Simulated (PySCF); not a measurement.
# Shapes and spin states of Mg₃Te⁺

These are results of PBE0 in PySCF with Te def2-SVP with ECP28, Mg def2-SVP; scalar-relativistic core potentials, no spin–orbit coupling; density-fitted integrals, not measurements.

Relaxations began from a few typed shapes and spin states; open shells are unrestricted. The search is not exhaustive: other isomers or separated fragments can lie lower, and high-lying points may rest on an excited occupation.

```csv
spin,group,bonds,angles,imaginary modes (cm⁻¹),ΔE (kJ/mol),ΔE with ZPE (kJ/mol)
broken-symmetry Ms = 1/2 (⟨S²⟩ 1.65),Cs,"Te–Mg 2.789 Å, Te–Mg 2.804 Å (×2)","Mg–Te–Mg 103.8°, Mg–Te–Mg 110.8° (×2)",none,0.0,0.0
quartet,C3v,Te–Mg 2.815 Å (×3),Mg–Te–Mg 101.9° (×3),none,4.6,4.9
```

The lowest minimum found is the broken-symmetry Ms = 1/2 (⟨S²⟩ 1.65) Cs: Te–Mg 2.789 Å, Te–Mg 2.804 Å (×2); Mg–Te–Mg 103.8°, Mg–Te–Mg 110.8° (×2).

For the lowest minimum: the determinant is spin-contaminated (⟨S²⟩ = 1.65, pure value 0.75). Spin–orbit coupling, left out here, can matter for elements this heavy.
